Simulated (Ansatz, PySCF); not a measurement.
Breaking the Be1–H2 bond in CH4Be (SMILES [BeH][CH3]) (multiplicity 1 held, fragments rigid). Energies count from the point at 1.332 Å.
Geometry at that point (charge 0, multiplicity 1):
```xyz
6

Be    -0.9385    -0.4948    -0.1342
H     -2.1072    -1.1109    -0.3012
C      0.5312     0.2800     0.0759
H      1.0155    -0.0062     1.0158
H      0.4218     1.3697     0.0949
H      1.2371     0.0463    -0.7283
```

R- and RO- levels are restricted; in cc, def2 and unpolarised 6-31G sets they are followed outwards from rest. U- levels take the lowest unrestricted solution at each point, which mixes spins at long bonds. Active spaces are followed from a long bond inwards. Left out are points that failed, MP2 points in a non-variational dive below the minimum, coupled-cluster points behind a sign of a changed root (a jump of the amplitudes, or a one-step jump against full CI or MRCI), small-basis points behind a change of solution, and semi-empirical points at long bonds. Curves can end on different states.

Correlated levels freeze the cores. Rows in 3-21G, 6-31G* carry no dispersion term and start afresh at each structure (6-31G* with six Cartesian d functions). MP2/6-31G* freezes PySCF's default core, which is smaller on s-block atoms.

The values were computed with Ansatz (a first-principles code); PySCF for 3-21G rows, 6-31G* rows. 

Energies in kJ/mol.

| R (Å) | R-HF/3-21G | U-wB97X-V/aug-cc-pVTZ | R-MP2/6-31G* | R-SCS-MP2/aug-cc-pVTZ | U-CCSD/aug-cc-pVTZ | SC-NEVPT2 on CASSCF(2,2)/aug-cc-pVTZ |
|---|---|---|---|---|---|---|
| 1.065 | 87 | 80 | 84 | 79 | 80 | 82 |
| 1.199 | 19 | 17 | 18 | 16 | 17 | 18 |
| 1.332 | 0 | 0 | 0 | 0 | 0 | 0 |
| 1.465 | 10 | 10 | 11 | 11 | 10 | 8 |
| 1.598 | 36 | 35 | 37 | 37 | 35 | 32 |
| 1.798 | 91 | 88 | 92 | 90 | 86 | 80 |
| 1.998 | 152 | 147 | 153 | 149 | 142 | 133 |
| 2.330 | 257 | 243 | 251 | 244 | 229 | 215 |
| 2.663 | 354 | 327 | 335 | 325 | 299 | 280 |
| 3.063 | 457 | 378 | 416 | 402 | left out | 331 |
| 3.596 | 568 | 400 | 488 | 472 | 390 | 364 |
| 4.261 | 673 | 405 | 524 | 515 | 398 | 376 |

Doubts at one or more of the structures used: a restricted determinant that unrestricted orbitals would lower (R-HF/3-21G, R-MP2/6-31G*, R-SCS-MP2/aug-cc-pVTZ); a spin-contaminated determinant (U-wB97X-V/aug-cc-pVTZ, U-CCSD/aug-cc-pVTZ); T1 above 0.05 (U-CCSD/aug-cc-pVTZ).
